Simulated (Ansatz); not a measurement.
MnCl₂, relaxed as a sextet with UKS PBE-D4/def2-TZVP in Ansatz, starting from the GFN2-xTB geometry. Force threshold 0.02 eV/Å.

Start:

```xyz
3

Mn   -0.0030    0.0036   -0.0051
Cl   -1.7462   -0.4361    0.8143
Cl    1.7492    0.4325   -0.8092
```

(1) Estimate the energy that the relaxation releases and the steps that it takes.

(2) Does the start keep its bonding and symmetry?

(3) Predict the relaxed structure.

Answers

(1) 0.71 eV, in 3 steps; 2.7 s on 2 threads of Intel Xeon 6975P-C on a shared host. No frequencies were taken in this run, so the end may be a saddle point.

(2) By distances, no bond broke or formed. The bond that changes most is Mn1–Cl3, from 1.98 to 2.17 Å (atoms count from 1). Point group D∞h at the start, D∞h at the end, both within 0.05 Å.

(3) 
```xyz
3

Mn   -0.0025    0.0028   -0.0040
Cl   -1.9150   -0.4776    0.8920
Cl    1.9176    0.4748   -0.8881
```
Bond lengths: 2 × Cl–Mn 2.17 Å.
